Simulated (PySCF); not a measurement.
Input of a run (PBE0-D3(BJ)/def2-SVP geometry optimisation, gas phase (PySCF 2.14.0)), started from GFN2-xTB:
```
{"job": {"xc": "PBE0", "basis": "def2-SVP", "d3": "d3bj", "grid": 1, "shake": 0.01, "kind": "geom"}, "charge": 0, "multiplicity": 1}
C      3.595280    -0.550140     1.003360
C      2.525110     0.274730     0.228370
C      1.089990    -0.253680     0.421640
B      0.081530     0.626440    -0.445840
N     -1.522480     0.122380    -0.165830
C     -1.892700     0.369990     1.234200
C     -2.395600     0.904870    -1.017480
C     -1.661330    -1.282040    -0.472380
H      3.363240    -0.496370     2.087080
H      4.569320    -0.120450     0.847970
H      3.563540    -1.566890     0.682630
H      2.574700     1.323510     0.557490
H      2.742130     0.269030    -0.844200
H      0.886140    -0.219610     1.512600
H      1.111730    -1.318680     0.142550
H      0.202160     0.480220    -1.608750
H      0.060500     1.789280    -0.136290
H     -1.253150    -0.211000     1.895130
H     -2.933140     0.077850     1.421400
H     -1.777380     1.424910     1.475900
H     -3.468060     0.631030    -0.867260
H     -2.267770     1.945220    -0.817010
H     -2.134940     0.745440    -2.079740
H     -1.055470    -1.875200     0.189130
H     -2.702920    -1.613700    -0.348780
H     -1.368620    -1.452560    -1.491500
```

Output (energies in Eh, forces in Eh/bohr):
```
step   0  E = -318.46045132  max force = 0.032719
step   1  E = -318.46748434  max force = 0.005363
step   2  E = -318.46775501  max force = 0.001403
step   3  E = -318.46780990  max force = 0.000696
step   4  E = -318.46785265  max force = 0.001117
step   5  E = -318.46788172  max force = 0.001230
step   6  E = -318.46789623  max force = 0.000660
step   7  E = -318.46789982  max force = 0.000225
optimisation converged
```

Task: Summarise the run.

Result: The energy falls by 19.6 kJ/mol over 8 energy and gradient evaluations, the largest force component goes from 0.0327 to 2.2e-04 Eh/bohr, and the atoms move by 0.053 Å rms after alignment. The bond that changes most is B4–H16 (four-coordinate boron to B–H hydrogen), which lengthens by 0.054 Å. Bonds longer at the end by more than 0.005 Å: 15 of 25; shorter: 6. Among the angles that change most is H10–C1–H11, from 111.4° to 107.5°. The energy never rose by more than 1e-6 Eh on the way. The first step brought 94 % of the lowering.

Task: What are the final bond lengths?

Result: C1–C2 1.522 Å, C2–C3 1.527 Å, C3–B4 1.615 Å, B4–N5 1.663 Å, N5–C6 1.471 Å, N5–C7 1.471 Å, N5–C8 1.471 Å, C1–H9 1.103 Å, C1–H10 1.102 Å, C1–H11 1.103 Å, C2–H12 1.104 Å, C2–H13 1.105 Å, C3–H14 1.109 Å, C3–H15 1.108 Å, B4–H16 1.232 Å, B4–H17 1.232 Å, C6–H18 1.096 Å, C6–H19 1.102 Å, C6–H20 1.097 Å, C7–H21 1.102 Å, C7–H22 1.097 Å, C7–H23 1.096 Å, C8–H24 1.096 Å, C8–H25 1.102 Å, C8–H26 1.097 Å. Numbering counts from 1 in the input's order; the species is `CCC[BH2-][N+](C)(C)C`.

The run used 202 basis functions and 50 SCF cycles in all. The run took 4.8 min wall on one thread of an Arm Neoverse N1, on a shared host, and the process peaked at 0.94 GiB of memory.

No PBE0-D3(BJ)/def2-SVP frequencies stand behind this structure, so it isn't proved a minimum. One conformer, not necessarily the lowest.

Shape of the structure used: `[CH3:1][CH2:2][CH2:3][BH2-:4][N+:5]([CH3:6])([CH3:7])[CH3:8]`: C1–C2–C3–B4 180°, C2–C3–B4–N5 -178°, C3–B4–N5–C6 62°.
